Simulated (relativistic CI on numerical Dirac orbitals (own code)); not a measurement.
**Ag³⁺: calculation against measurement**

Calculated at this level of theory: Dirac-Coulomb-Breit CI, KLI orbitals optimised for each configuration, a model potential for QED, valence Slater integrals scaled by 0.85, P86 correlation energy added to each configuration (own radial code, finite nucleus).

Configuration list (outside the closed core [Ar] 3d10 4s2): 4p⁶4d⁸, 4p⁶4d⁷5s, 4p⁶4d⁷4f, 4p⁶4d⁷5p, 4p⁶4d⁶5s², 4p⁶4d⁷5d, 4p⁶4d⁷6s, 4p⁶4d⁷6p, 4p⁵4d⁹, 4p⁶4d⁶5s5p, 4p⁶4d⁷6d, 4p⁶4d⁷5f, 4p⁶4d⁷5g, 4p⁶4d⁷6f, 4p⁶4d⁶5p², 4p⁴4d¹⁰. Levels of other configurations are missing.

| Configuration | Term (tabulated) | J | Measured (cm⁻¹) | Computed | Error | Purity (%) |
| --- | --- | --- | --- | --- | --- | --- |
| 4p⁶4d⁸ | 3F | 4 | 0.0 | 0 | 0 | 99 |
| 4p⁶4d⁸ | 3F | 3 | 4172.5 | 3972 | -200 | 100 |
| 4p⁶4d⁸ | 3F | 2 | 5829.6 | 5578 | -251 | 83 |
| 4p⁶4d⁸ | 3P | 1 | 15899.8 | 15859 | -41 | 99 |
| 4p⁶4d⁸ | 3P | 0 | 16092.4 | 15953 | -140 | 96 |
| 4p⁶4d⁸ | 1G | 4 | 20570.0 | 20897 | 327 | 99 |
| 4p⁶4d⁸ | 1S | 0 | 47138.6 | 43288 | -3851 | 96 |
| 4p⁶4d⁷5s | 5F | 5 | 96396.7 | 100960 | 4564 | 97 |
| 4p⁶4d⁷5s | 5F | 4 | 99147.1 | 103628 | 4481 | 96 |
| 4p⁶4d⁷5s | 5F | 3 | 101260.5 | 105670 | 4409 | 97 |
| 4p⁶4d⁷5s | 5F | 2 | 102632.7 | 107008 | 4375 | 97 |
| 4p⁶4d⁷5s | 5F | 1 | 103471.6 | 107830 | 4358 | 96 |
| 4p⁶4d⁷5s | 3F | 4 | 107022.3 | 111816 | 4794 | 91 |
| 4p⁶4d⁷5s | 5P † | 2 | 110779.0 | 116581 | 5802 | 68 |
| 4p⁶4d⁷5s | 5P † | 3 | 111004.7 | 116636 | 5631 | 93 |
| 4p⁶4d⁷5s | 5P | 1 | 112611.7 | 118407 | 5795 | 86 |
| 4p⁶4d⁷5s | 3F | 2 | 112688.9 | 117445 | 4756 | 80 |
| 4p⁶4d⁷5s | 3G | 5 | 115550.4 | 119859 | 4309 | 85 |
| 4p⁶4d⁷5s | 3G | 4 | 116806.0 | 121118 | 4312 | 73 |
| 4p⁶4d⁷5s | 3G | 3 | 119119.2 | 123313 | 4194 | 96 |
| 4p⁶4d⁷5s | 3P | 0 | 120216.2 | 126120 | 5904 | 99 |
| 4p⁶4d⁷5s | 3H | 6 | 120871.3 | 125168 | 4297 | 100 |
| 4p⁶4d⁷5s | 3P | 2 | 121832.9 | 127654 | 5821 | 84 |
| 4p⁶4d⁷5s | 3H | 5 | 122456.2 | 126724 | 4268 | 82 |
| 4p⁶4d⁷5s | 3H | 4 | 125735.2 | 129929 | 4193 | 57 |
| 4p⁶4d⁷5s | 3P | 0 | 125857.9 | 131583 | 5725 | 99 |
| 4p⁶4d⁷5s | 1H | 5 | 127929.3 | 132270 | 4340 | 87 |
| 4p⁶4d⁷5s | 3F | 2 | 132758.4 | 138743 | 5984 | 96 |
| 4p⁶4d⁷5s | 3F | 3 | 133265.3 | 139243 | 5978 | 94 |
| 4p⁶4d⁷5s | 3F | 4 | 134577.9 | 140461 | 5883 | 97 |
| 4p⁶4d⁷5s | 1F | 3 | 138852.0 | 144838 | 5986 | 94 |
| 4p⁶4d⁷5s | 3D | 1 | 152454.1 | 158170 | 5716 | 99 |
| 4p⁶4d⁷5p | 5D° | 4 | 159220.0 | 162415 | 3195 | 56 |
| 4p⁶4d⁷5p | 5F° | 5 | 160255.4 | 163451 | 3196 | 71 |
| 4p⁶4d⁷5p | 5F° | 2 | 164677.7 | 167681 | 3003 | 63 |
| 4p⁶4d⁷5p | 5G° | 6 | 165602.1 | 168531 | 2929 | 96 |
| 4p⁶4d⁷5p | 5F° | 1 | 166077.8 | 169062 | 2984 | 74 |
| 4p⁶4d⁷5p | 5S° | 2 | 168493.3 | 172516 | 4023 | 89 |
| 4p⁶4d⁷5p | 5D° | 0 | 168748.3 | 171852 | 3104 | 93 |
| 4p⁶4d⁷5p | 3G° | 4 | 173069.0 | 176194 | 3124 | 74 |

Measured levels from measured levels as listed in Gamrath, thesis, University of Mons (2023); pairs were made by configuration, J and term (by order where the table uses no LS term), so strongly mixed levels may be paired wrongly.

Mean error by configuration (cm⁻¹): 4p⁶4d⁸ -693; 4p⁶4d⁷5s 4976; 4p⁶4d⁷5p 3195. Over the excited levels the mean absolute error is 3914 cm⁻¹ (39 of the 69 excited levels that our extract of the source holds in range could be paired, and the others can miss by more), and the median relative error of those above 1,000 cm⁻¹ is 3.7 %. Some levels of the ground configuration have no partner. † marks terms whose computed intervals miss the measured ones by more than a factor of 2.5, or configurations far off the rest, from wrong mixing, a near crossing or a doubtful label or measurement; they are left out of the means.
